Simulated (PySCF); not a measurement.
Telling isomers of C2H4BFO2 apart by NMR

[PySCF: GIAO PBE0/pcSseg-1 shieldings; geometry from PBE0-D3(BJ)/def2-SVP; couplings computed with B3LYP/pcJ-1 (spin–dipole term left out of most H,H and C,H couplings); one averaged value for each set of equivalent atoms; a single conformation; non-relativistic Hamiltonian; in vacuum]

Referencing at the same level of theory: TMS for ¹H, ¹³C. Multiplet labels drop J under 1 Hz and among equivalent protons, and merge close values. Unscaled 3J(H,H) run several per cent high. One-bond C–F couplings are unscaled and too large by tens of Hz. Carbons bonded to boron are broad in practice. Shifts are as computed. Against solution values, carbons near 30 ppm lie about +2 ppm off and those near 130 ppm about +5 ppm. Of 1313 compounds with measured shifts, 239 miss one by over three times the rms of a fit or turn the order of signals round; such compounds aren't used in these exercises. OH and NH positions are gas-phase values without hydrogen bonding to other molecules.

(1) Tabulate the signals of `C=C(F)B(O)O`, `C=COB(O)F` and their relative energies.

(2) What is the quickest way to tell C=C(F)B(O)O from C=COB(O)F?

Results:

(1) 
```tsv
SMILES	carbon types	δC	δH	E rel. (kcal/mol)
C=C(F)B(O)O	1×C 1×CH2	174.0, 115.8	5.64 (d, 1H), 5.54 (d, 1H), 2.98 (br s, 2H)	32.4
C=COB(O)F	1×CH 1×CH2	152.5, 104.2	6.31 (dd, 1H), 5.66 (dd, 1H), 4.71 (ddd, 1H), 3.64 (br s, 1H)	0.0
```

Energies are electronic energies at PBE0/pcSseg-1 on these geometries, without zero-point or thermal terms, each for the one conformer computed, which needn't be the lowest.

(2) Both give the same number of carbon signals, but DEPT or the intensities differ. The first has a fully substituted alkene carbon (C) at 174.0 ppm, the second an alkene carbon bearing oxygen (CH) at 152.5 ppm. In the proton spectra the most deshielded non-exchanging signals are 5.64 (d, J = 46.5 Hz, 1H) and 6.31 (dd, J = 16.1, 8.3 Hz, 1H).
